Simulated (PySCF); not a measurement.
PySCF job for In(OMe)(NH2)2 (CH₇InN₂O), SMILES C[O][In]([NH2])[NH2], PBE-D3(BJ)/def2-SVP. The structure is a stationary point at PBE-D3(BJ)/def2-SVP. The structure was generated by enumeration; whether it is a known compound was not checked. The def2 effective core potentials stand for the cores of In; spin–orbit coupling is left out. Other conformers were not sampled.

```python
import numpy as np
from pyscf import gto, scf, dft, df
from pyscf.hessian import thermo

mol = gto.M(
    atom='''
    In   -0.02475866    0.00862930    0.33812032
    O     0.78537406   -0.52899846   -1.45209645
    C     0.45032005    0.14672897   -2.63656454
    H     0.84429606    1.19456512   -2.68578804
    H     0.89756245   -0.39472554   -3.50317939
    H    -0.64966985    0.20850811   -2.83499004
    N    -1.54556311    1.41263046    0.27402021
    H    -1.33561026    2.14746285   -0.41606041
    H    -1.67121452    1.89038726    1.17705339
    N     0.44034340   -1.33459979    1.83244135
    H     0.53262114   -0.88302996    2.75246330
    H     1.34681436   -1.78060429    1.63353363
    ''',
    basis='def2-SVP',
    ecp={'In': 'def2-svp'},
    charge=0,
    spin=0,
    max_memory=1600,
    verbose=3,
)
mf = dft.RKS(mol, xc='pbe').density_fit(auxbasis='def2-universal-jkfit')
mf.disp = 'd3bj'
mf.grids.level = 3
mf.conv_tol = 1e-11
mf.max_cycle = 100
mf.kernel()

# [left out here: the lines that compute and print the analytic Hessian (its translational invariance restored by hand, since the grid's response is missing), thermochemistry and intensities]
```

Log of the run:

```
[...]
       3   H                 0.01 -0.01  0.00    0.03 -0.04  0.02    0.00 -0.00  0.00
       4   H                 0.02 -0.02  0.04    0.07 -0.11  0.17   -0.00 -0.01  0.00
       5   H                 0.01 -0.00 -0.01    0.02 -0.03 -0.02    0.00 -0.00  0.01
       6   N                -0.09  0.02 -0.02   -0.05  0.03 -0.01   -0.05  0.14  0.01
       7   H                 0.28  0.04  0.10    0.04  0.02  0.01   -0.51  0.12 -0.13
       8   H                 0.27  0.05  0.03    0.08  0.05  0.00   -0.54  0.12 -0.06
       9   N                 0.01  0.13 -0.09   -0.00 -0.06  0.04    0.00  0.03 -0.03
      10   H                -0.18 -0.24  0.09    0.10  0.13 -0.05   -0.04 -0.02 -0.00
      11   H                -0.21 -0.32  0.01    0.08  0.10  0.00   -0.02 -0.02 -0.02
Mode                                12                  13                  14
Irrep
Freq [cm^-1]                      606.8818            770.2093            818.3928
Reduced mass [au]                   1.5464              1.0861              1.1039
Force const [Dyne/A]                0.3356              0.3796              0.4356
Char temp [K]                     873.1678           1108.1598           1177.4850
Normal mode                   x     y     z       x     y     z       x     y     z
       0  In                -0.01  0.01 -0.02   -0.00  0.00 -0.00   -0.00  0.00  0.01
       1   O                -0.00  0.01  0.01    0.01 -0.01 -0.00   -0.00  0.00 -0.00
       2   C                 0.00  0.00  0.00    0.00 -0.00  0.01    0.00 -0.01  0.01
       3   H                 0.00 -0.00 -0.01    0.00 -0.00  0.01   -0.00 -0.00  0.01
       4   H                 0.01 -0.01  0.01   -0.01  0.01 -0.01   -0.01  0.01 -0.01
       5   H                 0.00 -0.00 -0.01   -0.00 -0.00  0.01    0.00 -0.00  0.01
       6   N                 0.02  0.00  0.00   -0.01 -0.01  0.06    0.01  0.01 -0.05
       7   H                -0.08 -0.01 -0.04    0.46 -0.26 -0.08   -0.37  0.20  0.04
       8   H                -0.12 -0.00 -0.02   -0.41  0.31 -0.17    0.30 -0.22  0.12
       9   N                 0.08 -0.05  0.11    0.02 -0.02 -0.03    0.04 -0.03 -0.04
      10   H                -0.12 -0.46  0.32   -0.09  0.35 -0.20   -0.12  0.42 -0.24
      11   H                -0.11 -0.46  0.22   -0.02 -0.25  0.33   -0.03 -0.36  0.43
Mode                                15                  16                  17
Irrep
Freq [cm^-1]                     1093.5228           1129.7647           1146.1470
Reduced mass [au]                   7.3322              1.2883              1.3729
Force const [Dyne/A]                5.1658              0.9688              1.0626
Char temp [K]                    1573.3358           1625.4798           1649.0503
Normal mode                   x     y     z       x     y     z       x     y     z
       0  In                 0.00 -0.00 -0.00    0.00  0.00  0.00   -0.00  0.00  0.00
       1   O                 0.04 -0.08  0.15    0.04  0.04  0.01    0.03 -0.02 -0.06
       2   C                -0.06  0.10 -0.15   -0.09 -0.08 -0.02   -0.07  0.06  0.09
       3   H                 0.01  0.06 -0.14    0.27 -0.20  0.53    0.19 -0.05 -0.27
       4   H                 0.03 -0.03  0.01    0.19  0.22 -0.07    0.23 -0.34  0.50
       5   H                -0.04  0.06 -0.19   -0.01  0.40 -0.35    0.01 -0.02 -0.43
       6   N                 0.00 -0.00 -0.00    0.00 -0.00  0.00    0.00  0.00 -0.00
       7   H                -0.01  0.01  0.00   -0.00  0.00 -0.00    0.00  0.00  0.00
       8   H                 0.01  0.00 -0.00   -0.00  0.00 -0.00    0.00 -0.00  0.00
       9   N                 0.00 -0.00 -0.00   -0.00 -0.00  0.00   -0.00 -0.00 -0.00
      10   H                -0.00  0.02 -0.01   -0.00 -0.00  0.00    0.00  0.01 -0.01
      11   H                -0.00 -0.01  0.02    0.00  0.00 -0.00    0.00 -0.00  0.00
Mode                                18                  19                  20
Irrep
Freq [cm^-1]                     1413.4132           1416.1589           1428.1058
Reduced mass [au]                   1.0493              1.0588              1.1062
Force const [Dyne/A]                1.2351              1.2511              1.3293
Char temp [K]                    2033.5868           2037.5374           2054.7263
Normal mode                   x     y     z       x     y     z       x     y     z
       0  In                 0.00 -0.00 -0.00    0.00 -0.00 -0.00   -0.00  0.00  0.00
       1   O                 0.00  0.01  0.01   -0.01 -0.00  0.02   -0.01  0.01 -0.01
       2   C                 0.03  0.03  0.04   -0.04 -0.01  0.05   -0.03  0.05 -0.06
       3   H                 0.12 -0.03  0.19    0.40 -0.18 -0.52    0.49 -0.16  0.37
       4   H                -0.60 -0.05 -0.26    0.15  0.58 -0.26    0.12 -0.14  0.14
       5   H                 0.09 -0.39 -0.55   -0.02 -0.20 -0.01   -0.11 -0.53  0.38
       6   N                -0.00  0.00 -0.00   -0.00  0.01  0.00    0.00 -0.00 -0.00
       7   H                 0.01 -0.02 -0.02    0.01 -0.02 -0.03   -0.01  0.01  0.01
       8   H                -0.00 -0.03  0.02   -0.00 -0.03  0.02    0.01  0.02 -0.01
       9   N                -0.00  0.00  0.00    0.00  0.00  0.00    0.00  0.00 -0.00
      10   H                 0.00 -0.00  0.00   -0.00 -0.00  0.00   -0.00  0.00 -0.00
      11   H                 0.00  0.00  0.00   -0.00  0.00 -0.01   -0.00 -0.00  0.00
Mode                                21                  22                  23
Irrep
Freq [cm^-1]                     1476.1508           1487.7565           2857.5457
Reduced mass [au]                   1.0960              1.0885              1.0365
Force const [Dyne/A]                1.4070              1.4195              4.9867
Char temp [K]                    2123.8524           2140.5503           4111.3721
Normal mode                   x     y     z       x     y     z       x     y     z
       0  In                -0.00  0.00 -0.00   -0.00 -0.00  0.00   -0.00  0.00  0.00
       1   O                 0.00  0.00 -0.00    0.00  0.00 -0.00   -0.00  0.00 -0.00
       2   C                 0.00 -0.00  0.01    0.00 -0.00  0.01   -0.01  0.04 -0.02
       3   H                 0.01 -0.01 -0.02    0.01 -0.01 -0.02   -0.27 -0.68  0.01
       4   H                -0.02  0.02 -0.02   -0.01  0.03 -0.02   -0.12  0.16  0.23
       5   H                 0.01 -0.01 -0.03    0.01 -0.01 -0.02    0.57 -0.01  0.09
       6   N                 0.01 -0.06 -0.01    0.01 -0.05 -0.01    0.00 -0.00 -0.00
       7   H                -0.11  0.34  0.34   -0.11  0.32  0.31   -0.00 -0.00 -0.00
       8   H                 0.01  0.43 -0.23    0.01  0.40 -0.22    0.00 -0.00  0.00
       9   N                 0.04 -0.01  0.04   -0.04  0.01 -0.04    0.00  0.00 -0.00
      10   H                -0.40  0.21 -0.05    0.43 -0.23  0.06   -0.00  0.00 -0.00
      11   H                -0.13 -0.09 -0.43    0.14  0.09  0.47   -0.00 -0.00  0.00
Mode                                24                  25                  26
Irrep
Freq [cm^-1]                     2908.9492           2960.9576           3407.6180
Reduced mass [au]                   1.1027              1.0981              1.0500
Force const [Dyne/A]                5.4977              5.6723              7.1838
Char temp [K]                    4185.3303           4260.1587           4902.8035
Normal mode                   x     y     z       x     y     z       x     y     z
       0  In                -0.00 -0.00 -0.00    0.00  0.00 -0.00    0.00 -0.00  0.00
       1   O                -0.00 -0.00  0.00    0.00 -0.00  0.00   -0.00 -0.00 -0.00
       2   C                 0.07  0.05  0.01   -0.05  0.05  0.05   -0.00 -0.00  0.00
       3   H                -0.21 -0.56  0.00   -0.08 -0.14  0.01    0.00  0.00  0.00
       4   H                 0.06 -0.03 -0.07    0.37 -0.45 -0.69   -0.00  0.00 -0.00
       5   H                -0.72  0.04 -0.10    0.25  0.01  0.05    0.00 -0.00 -0.00
       6   N                -0.00  0.00 -0.00   -0.00  0.00  0.00    0.00  0.05  0.01
       7   H                 0.00 -0.00  0.00    0.00 -0.00 -0.00   -0.13 -0.47  0.49
       8   H                -0.00  0.00 -0.00    0.00 -0.00  0.00    0.10 -0.28 -0.61
       9   N                 0.00  0.00  0.00   -0.00 -0.00 -0.00   -0.01  0.00 -0.00
      10   H                 0.00 -0.00  0.00    0.00  0.00  0.00    0.00  0.04  0.07
      11   H                -0.00  0.00  0.00    0.00 -0.00 -0.00    0.07 -0.04 -0.02
Mode                                27                  28                  29
Irrep
Freq [cm^-1]                     3411.0976           3508.6270           3512.0508
Reduced mass [au]                   1.0501              1.0926              1.0926
Force const [Dyne/A]                7.1989              7.9244              7.9404
Char temp [K]                    4907.8099           5048.1331           5053.0592
Normal mode                   x     y     z       x     y     z       x     y     z
       0  In                -0.00 -0.00  0.00    0.00  0.00 -0.00   -0.00  0.00  0.00
       1   O                -0.00  0.00  0.00   -0.00  0.00  0.00    0.00 -0.00 -0.00
       2   C                 0.00  0.00 -0.00   -0.00 -0.00  0.00   -0.00  0.00 -0.00
       3   H                -0.00 -0.00 -0.00    0.00  0.00  0.00    0.00 -0.00  0.00
       4   H                -0.00  0.00  0.00    0.00  0.00  0.00    0.00 -0.00 -0.00
       5   H                 0.00 -0.00  0.00    0.00 -0.00  0.00   -0.00 -0.00 -0.00
       6   N                 0.00 -0.01 -0.00    0.02  0.01 -0.07    0.00  0.00 -0.00
       7   H                 0.02  0.06 -0.06   -0.13 -0.48  0.44   -0.00 -0.01  0.00
       8   H                -0.01  0.03  0.07   -0.09  0.32  0.60   -0.00  0.00  0.00
       9   N                -0.04  0.00 -0.03    0.00 -0.00 -0.00   -0.04  0.04  0.05
      10   H                 0.02  0.29  0.60    0.00  0.00  0.01   -0.06 -0.30 -0.62
      11   H                 0.60 -0.33 -0.16   -0.00  0.00  0.00    0.58 -0.29 -0.12
temperature 298.1500 [K]
pressure 101325.00 [Pa]
Rotational constants [GHz] 4.16888 2.21339 1.47327
Symmetry number 1
Zero-point energy (ZPE) 0.08749 [Eh]   229705.932 [J/mol]
                           tot       elec      trans        rot        vib
Entropy [J/mol/K]       390.809      0.000    173.364    115.313    102.131
Cv [J/mol/K]            115.975      0.000     12.472     12.472     91.031
Cp [J/mol/K]            124.289      0.000     20.786     12.472     91.031
Internal energy [J/mol]                      3718.434   3718.434 245268.654
Internal energy [Eh]   -416.64397  -416.74022
Enthalpy [J/mol]                             6197.391   3718.434 245268.654
Enthalpy [Eh]          -416.64303
Gibbs free energy [J/mol]                  -45491.167 -30662.208 214818.298
Gibbs free energy [Eh] -416.68741
mode   freq/cm-1   IR/(km/mol)
   1      -22.11         0.599
   2       70.33         3.322
   3       79.40         4.665
   4       99.76         2.908
   5      136.71         7.912
   6      164.50         2.853
   7      216.06        19.693
   8      224.70        36.132
   9      467.25        45.422
  10      487.54       136.361
  11      505.53        89.551
  12      598.71        36.602
  13      606.88        49.949
  14      770.21        10.497
  15      818.39        51.269
  16     1093.52       204.109
  17     1129.76         0.013
  18     1146.15         3.136
  19     1413.41         2.492
  20     1416.16         4.709
  21     1428.11        56.295
  22     1476.15         2.694
  23     1487.76        15.018
  24     2857.55       156.401
  25     2908.95        74.006
  26     2960.96        54.639
  27     3407.62         9.472
  28     3411.10         9.999
  29     3508.63         5.169
  30     3512.05         6.891
max |gradient| / (hartree/bohr): 8.700236646971989e-05
APT charges: [ 1.2622 -0.844   0.5887 -0.1    -0.088  -0.0865 -0.5974  0.1135  0.1162
 -0.6064  0.1181  0.1237]
```

The calculation finished and met its thresholds. The end point has an imaginary mode, so it is no minimum.
